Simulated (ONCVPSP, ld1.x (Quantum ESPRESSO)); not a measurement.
**Pseudopotentials across the periodic table**

Generated with ld1.x 7.5 (TM, RRKJ, ultrasoft, PAW), atompaw 4.2 or ONCVPSP 4.0.1. The cutoff is in Ry: for ld1.x and atompaw files where the sum of valence levels is converged to 10 mRy in a Bessel basis, for ONCV files where the hardest occupied wave has 1 mHa per electron of residual kinetic energy. The error is the largest all-electron minus pseudo excitation energy over each file’s own four to seven test configurations (ionisations up to +4, promotions, holes and added fractions of an electron), all of which were solved. The labels leave out finer settings (local radius, basis sizes, second energies), which also bear on the numbers. Spin-polarised tests are not counted. The rows are a selection from randomly drawn settings: files with unsolved tests, undetermined cutoffs or missed reference levels are left out.

```tsv
element	potential	cutoff (Ry)	largest error (meV)	bound ghosts
Si	TM, PBE, scalar-relativistic, rc 1.20/1.65/1.65 (spd), local s, core correction no, reference 3s2 3p1.5	50	+121	none
Zn	ONCV, PW91, scalar-relativistic, rc 2.10/2.15/1.50/1.90 (spdf), local smoothed, core correction yes, reference 3d10 4s2, qcut 3.8/3.3/12.4/5, projectors 2/1/1/3	115	-762	none
Zn	ultrasoft, PBE, scalar-relativistic, rc 2.30/3.05 (sp), local smoothed, core correction yes, reference 4s2 4p0	6	-253	none
Zr	RRKJ, PBE, fully relativistic, rc 1.85/1.45/2.55/2.45 (spdf), local d, core correction no, reference 4s2 4p6 4d1 5s0 5p0	70	+466	none
Mo	ONCV, PBE, scalar-relativistic, rc 1.85/1.25/2.50 (spd), local smoothed, core correction no, reference 4s2 4p6 4d5, qcut 7.2/7.3/7.1, projectors 2/2/2	55	-44	none
Xe	PAW, LDA (PZ), scalar-relativistic, rc 1.70/2.15/1.00 (spd), local smoothed, core correction yes, reference 4d10 5s2 5p6	160	-49	none
```

(1) Fill in the row for Kr: TM, LDA (PZ), scalar-relativistic, rc 0.95/1.30/1.40 (spd), local d, core correction no, reference 4s2 4p4.

## Answers

(1) cutoff 230 Ry, largest error +64 meV, bound ghosts: none.
